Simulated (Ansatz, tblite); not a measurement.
Two members of one family (Same ligands, another metal), computed with Ansatz in the gas phase. HOMO and LUMO are taken over both spins. Binding counts from free atoms in the multiplicity of their measured ground term, without zero-point energy. Singlets are spin-restricted. A dash marks a value that wasn't run or was left out as unsound. The structures are stationary points that may keep the symmetry of their start. Remarks come from the PBE and PBE0 runs and from stability tests at other levels; not every state was tested.

First: MnMe2 (sextet, charge 0, r2SCAN-D4/def2-TZVP geometry).

```xyz
9

Mn    0.0103    0.0131    0.0283
C     0.3020    1.8094   -0.9481
H    -0.5801    2.1145   -1.5261
H     1.1377    1.7660   -1.6565
H     0.5217    2.6317   -0.2570
C    -0.3004   -1.8079    0.9518
H    -0.2074   -1.7465    2.0428
H     0.4161   -2.5691    0.6191
H    -1.3000   -2.2113    0.7457
```

```
              level  HOMO (eV)  LUMO (eV)  gap (eV)  binding per atom (eV)
    PBE-D4/def2-SVP      -5.12      -3.32      1.80                   3.54
revPBE-D4/def2-TZVP      -5.21      -3.31      1.90                   3.46
  PBE0-D4/def2-TZVP      -6.45      -1.89      4.56                   3.46
  LC-ωPBE/def2-TZVP      -9.17       0.20      9.37                   3.48
  ωB97M-V/def2-TZVP      -8.68      -0.79      7.89                   3.43
```

Metal–donor distances: 2 × C 2.06 Å. Remarks: spin-contaminated (⟨S²⟩ up to 1.96) (doublet), spin-contaminated (⟨S²⟩ up to 4.73) (quartet).

Second: NiMe2 (triplet, charge 0, r2SCAN-D4/def2-TZVP geometry).

```tsv
atom	x (Å)	y (Å)	z (Å)
Ni1	0.395	0.543	-0.088
C2	-0.688	0.747	1.501
H3	-1.752	0.714	1.254
H4	-0.453	1.723	1.943
H5	-0.462	-0.037	2.230
C6	0.689	-0.745	-1.502
H7	1.034	-1.698	-1.094
H8	1.463	-0.340	-2.169
H9	-0.226	-0.906	-2.076
```

Estimate how these quantities change from the first to the second (second minus first).


| level | Δ HOMO (eV) | Δ LUMO (eV) | Δ gap (eV) | Δ binding per atom (eV) |
| --- | --- | --- | --- | --- |
| PBE-D4/def2-SVP | 0.38 | -1.19 | -1.58 | 0.06 |
| revPBE-D4/def2-TZVP | 0.33 | -1.30 | -1.63 | – |
| PBE0-D4/def2-TZVP | 0.11 | -0.79 | -0.90 | -0.02 |
| LC-ωPBE/def2-TZVP | 0.09 | -0.58 | -0.67 | -0.06 |
| ωB97M-V/def2-TZVP | 0.10 | 0.08 | -0.02 | 0.02 |

Metal–donor distances: 2 × C 1.93 Å. The relaxed singlet lies at -0.99 eV (LDA (SPW92)/def2-TZVP) to 0.94 eV (BHLYP-D4/def2-TZVP) from the triplet, so the order hangs on the level. Remarks: singlet lower at PBE.
